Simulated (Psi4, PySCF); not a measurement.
Here is a job for Psi4.
```
memory 2 GB

molecule {
0 1
  C    -3.03352122   -0.41163842   -0.03480905
  C    -1.77002507    0.35031435    0.31622935
  O    -0.65161878   -0.38828133   -0.18665742
  C     0.54314173    0.14423225    0.04712074
  O     0.75080793    1.16978543    0.63215238
  O     1.47941538   -0.65062217   -0.47585791
  C     2.81948238   -0.20793627   -0.30495175
  H    -3.01068628   -1.39979818    0.41570490
  H    -3.89948710    0.12993476    0.33426510
  H    -3.11409601   -0.52390616   -1.11222340
  H    -1.76694868    1.34905101   -0.13422869
  H    -1.66043459    0.46592034    1.40019533
  H     3.44392287   -0.97225834   -0.75959052
  H     2.97001014    0.75423290   -0.79847543
  H     3.05441669   -0.10006298    0.75572043
}

set basis sto-3g
set scf_type pk
set puream true
set d_convergence 1e-8
set dft_radial_points 99
set dft_spherical_points 590

energy('r2scan')
print_variables()
```

**Question.** Convert this to an input for PySCF.

**Answer.** One answer among several that fit: 
```python
from pyscf import gto, scf, dft

mol = gto.Mole()
mol.atom = '''
    C    -3.033521   -0.411638   -0.034809
    C    -1.770025    0.350314    0.316229
    O    -0.651619   -0.388281   -0.186657
    C     0.543142    0.144232    0.047121
    O     0.750808    1.169785    0.632152
    O     1.479415   -0.650622   -0.475858
    C     2.819482   -0.207936   -0.304952
    H    -3.010686   -1.399798    0.415705
    H    -3.899487    0.129935    0.334265
    H    -3.114096   -0.523906   -1.112223
    H    -1.766949    1.349051   -0.134229
    H    -1.660435    0.465920    1.400195
    H     3.443923   -0.972258   -0.759591
    H     2.970010    0.754233   -0.798475
    H     3.054417   -0.100063    0.755720
'''
mol.basis = 'sto-3g'
mol.charge = 0
mol.spin = 0
mol.verbose = 4
mol.build()

mf = dft.RKS(mol)
mf.xc = 'r2scan'
mf.grids.atom_grid = (99, 590)
mf.grids.prune = None
mf.kernel()
```

Both were run: Psi4 gave -377.731237 Eh and PySCF -377.731237 Eh, 0.001 mEh apart.
